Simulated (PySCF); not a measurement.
## Ionising GeTe

RHF-CCSD(T); Ge def2-SVP, Te def2-SVP with ECP28; scalar-relativistic core potentials (PySCF 2.14). Neutral (RHF): singlet (closed shell), Re = 2.378 Å, ωe = 318 cm⁻¹, De = 4.00 eV.

GeTe⁺ (ROHF): doublet (π ↑), Re = 2.530 Å, ωe = 255 cm⁻¹, De = 2.95 eV to Ge⁺ + Te. The energies at the minima are -2342.47415 hartree for GeTe and -2342.15050 for GeTe⁺.

Question: Work out the adiabatic ionisation energy, without and with harmonic zero-point energies (1 hartree = 27.2114 eV, 1 eV = 8065.5 cm⁻¹), and the change of the bond length.

Answer: At CCSD(T): 0.32365 hartree = 8.807 eV between the minima; the zero-point term (255.0 − 318.0)/2 cm⁻¹ = -0.004 eV makes it 8.803 eV. Re changes by +15.2 pm against the neutral. The electron leaves a π orbital, and the longer bond of the ion fits a bonding orbital, or a change in how ionic the bond is.

Correlated steps freeze 13 core orbitals. Correlated levels converge slowly with the basis: in double zeta they bind strong bonds too weakly, by up to about 1 eV, and carry superposition errors of some tenths. These are scalar-relativistic numbers at best; spin–orbit coupling would shift them, the dissociation energy most. For an ion De counts to the pair picked by the measured ionisation energies or electron affinities, which need not be the lowest pair at this level. Where the molecule has an RHF reference, its open-shell atoms are computed with UHF. The CCSD T1 diagnostic is raised in GeTe, a sign that a single reference may not be enough there. States were picked by a PBE0 search and need not be the measured ground states.
